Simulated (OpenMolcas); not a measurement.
Multiconfigurational calculation on Nd2+

Input:

```
&GATEWAY
Coord
1

Nd 0.0 0.0 0.0
Basis=ANO-R1
Group=XYZ
NoMove
AngMom=0.0 0.0 0.0
AMFI
&SEWARD
&RASSCF
FileOrb=start.orb
Symmetry=1
Spin=5
nActEl=4 0 0
Inactive=15 12
Ras2=0 7
CIRoot=35 35 1
SDav=35
CIMx=300
Iter=120 100
PrWF=0.3
OrbListing=Nothing
MaxOrb=0
Atom
>>> COPY $Project.JobIph JOB001
&RASSCF
FileOrb=start.orb
Symmetry=1
Spin=3
nActEl=4 0 0
Inactive=15 12
Ras2=0 7
CIRoot=132 132 1
SDav=210
CIMx=300
Iter=120 100
PrWF=0.3
OrbListing=Nothing
MaxOrb=0
Atom
CIOnly
>>> COPY $Project.JobIph JOB002
&RASSCF
FileOrb=start.orb
Symmetry=1
Spin=1
nActEl=4 0 0
Inactive=15 12
Ras2=0 7
CIRoot=132 132 1
SDav=196
CIMx=300
Iter=120 100
PrWF=0.3
OrbListing=Nothing
MaxOrb=0
Atom
CIOnly
>>> COPY $Project.JobIph JOB003
&RASSI
NrOfJobIphs=2 30 60
1 2 3 4 5 6 7 8 9 10 11 12 13 14 15 16 17 18 19 20 21 22 23 24 25 26 27
28 29 30
1 2 3 4 5 6 7 8 9 10 11 12 13 14 15 16 17 18 19 20 21 22 23 24 25 26 27
28 29 30 31 32 33 34 35 36 37 38 39 40 41 42 43 44 45 46 47 48 49 50 51
52 53 54 55 56 57 58 59 60
IphNames
JOB001
JOB002
EJob
SpinOrbit
DIPRint=1.0
SOCoupling=1000.0
Subsets=2
MEES
Property=10
'ANGMOM' 1 'ANGMOM' 2 'ANGMOM' 3 'MLTPL  1' 1 'MLTPL  1' 2 'MLTPL  1' 3
'AMFI' 1 'AMFI' 2 'AMFI' 3 'MLTPL  2' 6
SOProperty=3
'ANGMOM' 1 'ANGMOM' 2 'ANGMOM' 3
```

Launched by
```bash
OMP_NUM_THREADS=1 MOLCAS_MEM=2252 MOLCAS_PROJECT=a pymolcas a.inp > a.log  # once for each step of the input, in one work folder
```

A driver script runs the steps one by one and writes start.orb anew before each from the orbitals found so far, so a CI-only block uses the converged orbitals of the first block.

Output, cut to the results:

```
--- SEWARD ---
Basis set label: ND.ANO-R...7S5P3D2F.

      Electronic valence basis set:
      ------------------
      Associated Effective Charge  60.000000 au
      Associated Actual Charge     60.000000 au
      Nuclear Model: Finite nucleus - Gaussian distribution
        Gaussian exponent, Xi/bohr**(-2):  1.72717E+08

      Shell  nPrim  nBasis  Cartesian Spherical Contaminant
         s      25       7        X
         p      19       5        X
         d      12       3                 X
         f      10       2                 X
                  Relativistic X2C integrals
                  Atomic mean-field integrals
--- RASSCF ---
Wave function specifications:
      -----------------------------

      Number of closed shell electrons          54
      Number of electrons in active shells       4
      Max number of holes in RAS1 space          0
      Max nr of electrons in RAS3 space          0
      Number of inactive orbitals               27
      Number of active orbitals                  7
      Number of secondary orbitals              17
      Spin quantum number                      2.0
      State symmetry                             1
Orbital specifications:
      -----------------------

      Symmetry species                           1   2
                                                ag  au
      Frozen orbitals                            0   0
      Inactive orbitals                         15  12
      Active orbitals                            0   7
      RAS1 orbitals                              0   0
      RAS2 orbitals                              0   7
      RAS3 orbitals                              0   0
      Secondary orbitals                         7  10
      Deleted orbitals                           0   0
      Number of basis functions                 22  29
      Number of CSFs                            35
      Number of root(s) required                35
      Iter CI   SX   CI       RASSCF       Energy    max ROT     max BLB   max BLB  Level Ln srch  Step   QN
          iter iter root      energy       change     param      element    value   shift minimum  type update
 Nr of preliminary CI iterations:   1
      Total energies have been shifted. Add                -9000.00 au
        1   1    8    0  -619.07160752    0.00E+00   5.62E-02   15  17 1  7.16E-02*  0.00   0.00    SX    NO
        2   1    8    0  -619.07617003   -4.56E-03* -4.39E-02   10  18 1  4.77E-02*  0.00   0.00    SX    NO
        3   1    8    0  -619.07881961   -2.65E-03*  3.71E-02   12  20 1 -3.92E-02*  0.00   0.00    SX    NO
        4   1    7    0  -619.07990828   -1.09E-03* -3.15E-02   12  20 1  3.33E-02*  0.00   0.00    SX    NO
        5   1    7    0  -619.08108562   -1.18E-03*  1.32E-02   12  20 1 -2.78E-02*  0.00   0.55    LS   YES
        6   1    6    0  -619.08343453   -2.35E-03*  8.32E-04   13  21 1 -2.45E-03*  0.00   1.08    QN   YES
        7   1    4    0  -619.08344721   -1.27E-05* -2.92E-05   15  17 1  9.83E-05   0.00   1.03    QN   YES
        8   1    3    0  -619.08344723   -1.54E-08*  3.06E-06   15  16 1 -7.75E-06   0.00   1.06    QN   YES
        9   1    2    0  -619.08344723   -1.44E-10  -4.13E-07   15  16 1 -7.40E-07   0.00   1.10    QN   YES
      Convergence after  9 iterations
       10   1    2    0  -619.08344723   -1.09E-11  -4.13E-07    9  16 1 -1.11E-07   0.00   1.10    QN   YES
      Natural orbitals and occupation numbers for root  1
      sym 2:   0.439766   0.924352   0.646470   0.887249   0.367009   0.595704   0.139449
      Natural orbitals and occupation numbers for root  2
      sym 2:   0.735525   0.370631   0.186011   0.927268   0.859639   0.284312   0.636615
      Natural orbitals and occupation numbers for root  3
      sym 2:   0.861493   0.267899   0.902204   0.692137   0.196005   0.330275   0.749988
::    RASSCF root number  1 Total energy:  -9619.14388634
::    RASSCF root number  2 Total energy:  -9619.14388634
::    RASSCF root number  3 Total energy:  -9619.14388634
::    RASSCF root number  4 Total energy:  -9619.14388634
::    RASSCF root number  5 Total energy:  -9619.14388634
::    RASSCF root number  6 Total energy:  -9619.14388634
::    RASSCF root number  7 Total energy:  -9619.14388634
::    RASSCF root number  8 Total energy:  -9619.14388634
::    RASSCF root number  9 Total energy:  -9619.14388634
::    RASSCF root number 10 Total energy:  -9619.14388634
::    RASSCF root number 11 Total energy:  -9619.14388634
...
--- RASSI ---
SPIN-FREE ENERGIES:
  (Shifted by EMIN (a.u.) =      -9619.1438863371)

 SF State       Relative EMIN(au)   Rel lowest level(eV)    D:o, cm**(-1)      L_eff

     1             0.0000000000        0.0000000000              0.0000         6.0
     2             0.0000000000        0.0000000000              0.0000         6.0
     3             0.0000000000        0.0000000000              0.0000         6.0
     4             0.0000000000        0.0000000000              0.0000         6.0
     5             0.0000000000        0.0000000000              0.0000         6.0
     6             0.0000000000        0.0000000000              0.0000         6.0
     7             0.0000000000        0.0000000000              0.0000         6.0
     8             0.0000000000        0.0000000000              0.0000         6.0
     9             0.0000000000        0.0000000000              0.0000         6.0
    10             0.0000000000        0.0000000000              0.0000         6.0
    11             0.0000000000        0.0000000000              0.0000         6.0
    12             0.0000000000        0.0000000000              0.0000         6.0
    13             0.0000000000        0.0000000000              0.0000         6.0
    14             0.0604391090        1.6446319405          13264.8512         3.0
    15             0.0604391090        1.6446319405          13264.8512         2.7
    16             0.0604391090        1.6446319405          13264.8512         3.0
    17             0.0604391090        1.6446319405          13264.8512         3.0
    18             0.0604391090        1.6446319405          13264.8512         2.5
    19             0.0604391090        1.6446319405          13264.8512         1.9
    20             0.0604391090        1.6446319405          13264.8512         3.0
    21             0.0604391090        1.6446319405          13264.8512         3.0
...
```

Levels above the lowest, from the spin-orbit matrix, grouped by J:

```json
{"Configuration": "4f⁴", "Term": "⁵I", "J": "4", "E (eV)": "0.0000", "Measured (eV)": "0.0000", "g": "0.602", "Term weight %": "98"}
{"Configuration": "4f⁴", "Term": "⁵I", "J": "5", "E (eV)": "0.1477", "Measured (eV)": "0.1411", "g": "0.901", "Term weight %": "99"}
{"Configuration": "4f⁴", "Term": "⁵I", "J": "6", "E (eV)": "0.3137", "Measured (eV)": "0.2960", "g": "1.071", "Term weight %": "99"}
{"Configuration": "4f⁴", "Term": "⁵I", "J": "7", "E (eV)": "0.4919", "Measured (eV)": "0.4605", "g": "1.177", "Term weight %": "99"}
{"Configuration": "4f⁴", "Term": "⁵I", "J": "8", "E (eV)": "0.6771", "Measured (eV)": "0.6315", "g": "1.248", "Term weight %": "98"}
{"Configuration": "4f⁴", "Term": "⁵F", "J": "1", "E (eV)": "1.7883", "Measured (eV)": "", "g": "0.016", "Term weight %": "97"}
{"Configuration": "4f⁴", "Term": "⁵F", "J": "2", "E (eV)": "1.8565", "Measured (eV)": "1.3358", "g": "1.007", "Term weight %": "97"}
{"Configuration": "4f⁴", "Term": "⁵F", "J": "3", "E (eV)": "1.9516", "Measured (eV)": "1.4165", "g": "1.249", "Term weight %": "98"}
{"Configuration": "4f⁴", "Term": "⁵S", "J": "2", "E (eV)": "1.9992", "Measured (eV)": "", "g": "1.982", "Term weight %": "96"}
{"Configuration": "4f⁴", "Term": "⁵F", "J": "4", "E (eV)": "2.0575", "Measured (eV)": "1.5103", "g": "1.343", "Term weight %": "98"}
{"Configuration": "4f⁴", "Term": "³K", "J": "6", "E (eV)": "2.1500", "Measured (eV)": "1.7437", "g": "0.857", "Term weight %": "100"}
{"Configuration": "4f⁴", "Term": "⁵F", "J": "5", "E (eV)": "2.1639", "Measured (eV)": "1.6379", "g": "1.391", "Term weight %": "95"}
{"Configuration": "4f⁴", "Term": "³K", "J": "7", "E (eV)": "2.2909", "Measured (eV)": "1.8788", "g": "1.009", "Term weight %": "92"}
```

Against the 10 measured excited levels shown (Ding et al., The Spectrum and Energy Levels of the Low-lying Configurations of Nd III (preprint, 2023)) the mean absolute deviation is 2500 cm-1; the largest miss in energy is 4f⁴ ⁵F₄: computed 2.0575, measured 1.5103 eV (+36.2 %).

High states are left out of the spin-orbit mixing, which shifts the levels that they would mix with. Without dynamic correlation excited terms often stand tens of per cent too high (terms of higher spin than the ground term too low), and those without a measured partner can miss by more than the paired ones. Terms from blocks run as CI alone lack orbitals of their own. Measured partners are found by configuration, term and J. A level has none where our copy of the source lacks it or the pairing is in doubt (some pairs that miss far off the trend of their configuration count as doubtful), and it then counts in no deviation. Only configurations of the active space appear. The first state left out of the spin-orbit step lies near 25000 cm-1 above the lowest spin-free state of the reference (among the parities and spins computed), and the list stops at four fifths of that energy or lower.

The RASSCF and RASSI steps took 41 s on 1 thread of Arm Neoverse V1, with other jobs on the host; the integral step is not counted.

The term weight is that of the spin-free term in the level, not the purity of its configuration.
